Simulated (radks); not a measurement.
Results of a calculation; reference values are marked as such.
Effect of the nuclear size on neutral tin, [Kr] 4d10 5s2 5p2. Level of theory: Dirac Kohn-Sham, LDA (Slater exchange, Perdew-Wang correlation), spin-unpolarised, spherical densities, finite nucleus; open shells fill j = l - 1/2 first; Fermi nuclear charge, rms radius 4.6519 fm (a radial shooting solver on a logarithmic mesh with Libxc functionals). The rms radius is varied about that value; shifts are against it.

rms radius (fm)	total energy shift (eV)	density at nucleus (e/bohr^3)	1s1/2 shift (meV)	2s1/2 shift (meV)	4s1/2 shift (meV)	4p1/2 shift (meV)	5s1/2 shift (meV)
3.8843	-1.25	1.957e+05	-524	-59.9	-2.25	0.193	-0.195
4.3635	-0.491	1.922e+05	-206	-23.6	-0.886	0.076	-0.077
4.6519	0	1.903e+05	0.000	0.000	0.000	0.000	0.000
5.0985	0.813	1.877e+05	341	39.0	1.47	-0.126	0.127
5.3962	1.39	1.861e+05	583	66.7	2.51	-0.215	0.217

Slopes of the eigenvalues against <r^2> in GHz/fm^2, as finite differences over the two radii next to the reference (eigenvalue slopes, not the field-shift constants of lines): 1s1/2 19000, 2s1/2 2180, 4s1/2 81.8, 4p1/2 -7.02, 5s1/2 7.09.
